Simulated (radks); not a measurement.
Spherical quantum dot in the effective-mass picture: electrons in a hard-walled sphere of radius 1.79, with a point charge +2 (a donor) at the centre, all in effective atomic units (hartree* = m*/eps^2 hartree, bohr* = eps/m* bohr), one dielectric constant everywhere. Method: non-relativistic Kohn-Sham, PBEsol, spin-polarised, spherical densities; computed with a radial shooting solver with Libxc functionals. Levels are named by radial order and angular momentum (1s, 1p, 1d, 2s, ...), and open shells are averaged over m. Results are scaled to m* = 0.197 and eps = 11, for which hartree* = 44.3 meV and bohr* = 2.955 nm.

N = 18, configuration 1s2 1p6 1d10. This is the lowest configuration that the search found. Occupied and some empty levels:

level  occupation  eigenvalue (meV)  <r> (nm)
1s              2            572.18     2.606
1p              6            642.92     3.335
1d             10            721.74     3.588
2s              0            724.26     2.486
1f              0            819.67     3.752
2p              0            908.15     2.722

Energy (meV): total 6786.21, kinetic 3366.0, external -1549.6, Hartree 5639.7, exchange-correlation -669.89.

Electron density:

r (nm)  n(r) (e/nm^3)
0.140         0.07903
0.404         0.05756
0.667         0.04450
0.931         0.03721
1.20          0.03405
1.46          0.03395
1.72          0.03616
1.99          0.04005
2.25          0.04495
2.51          0.05006
2.78          0.05446
3.04          0.05712
3.31          0.05707
3.57          0.05360
3.83          0.04652
4.10          0.03642
4.36          0.02459
4.62          0.01343
4.89         0.004973
5.15        0.0005533
